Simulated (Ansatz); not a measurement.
Reaction (hydrogenolysis of a C–Al bond): `O[C](F)(F)[AlH2]` + H₂ → `OC(F)F` + `[AlH3]`

Program: Ansatz. Geometries: PBE0-D4/def2-TZVP. ΔE: electronic, gas phase. CBS: MP2 limit from def2 TZ/QZ plus the TZ coupled-cluster correction, frozen cores. This one scheme is used for every species. Functionals use def2-TZVPP. HSE06 is defined as in plane-wave codes. Each species was taken in one conformer, which may not be the lowest.

Problem. Is it downhill or uphill in electronic energy at CCSD(T)/CBS, and by how much? (Best estimate.)

Solution. The calculation gave: Downhill: ΔE = -10.8 kcal/mol.

Problem. What do these levels give: ωB97X-V, PBE, revPBE, HSE06, RPA@PBE/def2-TZVPP, SCS-MP2/def2-TZVPP? (Estimate.)

Solution. The calculation gave: ωB97X-V -11.2, PBE -9.7, revPBE -10.1, HSE06 -12.3, RPA@PBE/def2-TZVPP -12.3, SCS-MP2/def2-TZVPP -12.7 kcal/mol.

Largest T1 diagnostic among the species: 0.013.

From BLYP to BHLYP (50 % exact exchange), in def2-TZVPP and without D4, ΔE moves by −4.6 kcal/mol. Leaving LDA and LC-ωPBE aside and taking each functional with its dispersion term where it has one, the values, not all of them listed here, spread over 6.6 kcal/mol, from B97M-V to BLYP-D4. At CCSD(T), def2-SVP lies −3.2 kcal/mol from the extrapolated value and def2-TZVPP −1.5 kcal/mol.
